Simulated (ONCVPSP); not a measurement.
**How hard is this carbon (C) ONCV potential?**

```json
{
 "Element": "C",
 "Generator": "ONCVPSP 4.0.1",
 "Type": "optimised norm-conserving Vanderbilt (ONCV)",
 "Functional": "PBE",
 "Relativity": "scalar-relativistic",
 "Frozen core": "[He]",
 "Valence charge": "4",
 "Reference configuration": "2s2 (charge +2)",
 "Partial waves": "2s: rc 1.15 bohr, ncon 5, nbas 8, qcut 7.3 1/bohr, 2 projectors, debl 1.1 Ha; p scattering state at 0.14 Ha: rc 1.05 bohr, ncon 3, nbas 7, qcut 7.8 1/bohr, local; d scattering state at 0.36 Ha: rc 1.20 bohr, ncon 4, nbas 8, qcut 8.5 1/bohr, 2 projectors, debl 3.2 Ha",
 "Local potential": "the p channel",
 "Core correction": "none"
}
```

In the s channel the program set the typed energies aside and used -1.484, 0.250 Ha. In the p channel the program set the typed energies aside and used 0.050 Ha.

For each optimised wave give the share of its norm inside rc, the residual kinetic energy above qcut (Ha) and the cutoffs (Ha) for errors of 10, 1, 0.1 and 0.01 mHa per electron.

| wave | norm inside rc | residual KE | 10 mHa | 1 mHa | 0.1 mHa | 0.01 mHa |
| --- | --- | --- | --- | --- | --- | --- |
| 2s | 0.391 | 1.8e-04 | 15.0 | 21.9 | 29.7 | 87.0 |
| s projector 2 | 0.048 | 1.1e-04 | 10.2 | 18.4 | 27.8 | 145.7 |
| p projector 1 | 0.099 | 4.8e-04 | 18.6 | 27.5 | 89.2 | 195.0 |
| d projector 1 | 0.036 | 2.8e-06 | 7.0 | 13.9 | 23.0 | 31.4 |
| d projector 2 | 0.078 | 5.4e-05 | 14.8 | 24.9 | 33.8 | 52.1 |

The occupied waves need 22 Ha and 30 Ha for 1 and 0.1 mHa. Note: ghosts flagged at negative energy: s at -988.5 eV; GHOST(+) flags only above 600 eV. A true bound ghost makes a file unfit for plane-wave use. Its largest configuration-test error is -558 meV.
